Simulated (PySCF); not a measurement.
Working out the ionisation energy of As⁺

As⁺ [Ar] 3d10 4s2 4p2 (3P) → As²⁺ [Ar] 3d10 4s2 4p1 (2P). Calculation: PySCF 2.14, in def2-SVP (5s4p3d, 32 functions); the non-relativistic Hamiltonian (point nucleus). Frozen: [Ar] 3d10. Energies in hartree (1 hartree = 27.21139 eV):

```csv
part,As⁺ (lower),As²⁺ (upper)
UHF,-2233.569160,-2232.907406
CCSD correlation,-0.061021,-0.050625
(T),-0.000776,-0.000480
```

Q: What does Hartree-Fock give?

A: (-2232.907406) − (-2233.569160) = 0.661754 hartree = 18.007 eV.

Q: What do CCSD and CCSD(T) give?

A: The CCSD correlation energies differ by 0.010396 hartree = 0.283 eV and the triples by 0.000296 hartree = 0.008 eV, so CCSD gives 18.290 eV and CCSD(T) 18.298 eV.

Reference: 18.589 eV (measured; NIST Atomic Spectra Database, ionization energies), between the lowest levels; spin-orbit coupling is absent from the calculation.

The calculation is non-relativistic.

A double-zeta basis recovers only part of the correlation energy.

What remains against the reference includes basis incompleteness, the frozen core and higher excitations.
